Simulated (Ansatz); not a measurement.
`N[SiH2]B(O)O` + H–F → `N[SiH2]F` + `OBO`  (cleavage of the Si–B bond)

Isolated molecules relaxed with PBE0-D4/def2-TZVP in Ansatz; ΔE leaves out vibrations. CBS: MP2 limit from def2 TZ/QZ plus the TZ coupled-cluster correction, frozen cores. This one scheme is used for every species. DFT in def2-TZVPP. B3LYP here is the variant with VWN-RPA as its local correlation; programs differ in this. Each species was taken in one conformer, which may not be the lowest.

Is it downhill or uphill in electronic energy at CCSD(T)/CBS, and by how much? (Estimate.)

The calculation gave: Downhill: ΔE = -185.6 kJ/mol.

What do these levels give: B3LYP-D4, ωB97M-V, r2SCAN, MP2/def2-TZVPP, HF/def2-QZVPP, MP2/CBS(def2)? (Best estimate.)

Computed: B3LYP-D4 -188.1, ωB97M-V -190.3, r2SCAN -187.0, MP2/def2-TZVPP -190.2, HF/def2-QZVPP -227.8, MP2/CBS(def2) -191.2 kJ/mol.

Largest T1 diagnostic among the species: 0.013.

In def2-TZVPP, CCSD(T) changes the Hartree–Fock value by +40.5 kJ/mol (the triples alone add +5.8 kJ/mol) and MP2 by +34.9 kJ/mol. From PBE to PBE0 (25 % exact exchange), in def2-TZVPP and without D4, ΔE moves by −7.3 kJ/mol. The D4 term adds +9.6 kJ/mol with B3LYP and +5.4 kJ/mol with PBE0; it sums over pairs of atoms, weighted by their polarisabilities, and B3LYP, whose exchange is more repulsive, gets the larger term.
